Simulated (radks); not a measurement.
Removal energies from the tantalum ion Ta7+, [Xe] 4f12, by Delta-SCF beside the eigenvalue of the level emptied. Calculated with a radial shooting solver on a logarithmic mesh with Libxc functionals: scalar-relativistic Kohn-Sham, r2SCAN, spin-polarised, spherical densities, finite nucleus; meta-GGA in the generalised Kohn-Sham scheme; Fermi nuclear charge, rms radius of each element as measured or else 0.836 A^(1/3) + 0.57 fm. Open shells are filled with parallel spins first.

removed from     final configuration  Delta-SCF (eV)  -eigenvalue (eV)
5p            [Kr] 4d10 4f12 5s2 5p5          144.63            135.90
4f                         [Xe] 4f11          150.00            135.60
5s            [Kr] 4d10 4f12 5s1 5p6          183.69            174.24
4d             [Kr] 4d9 4f12 5s2 5p6          353.83            338.82
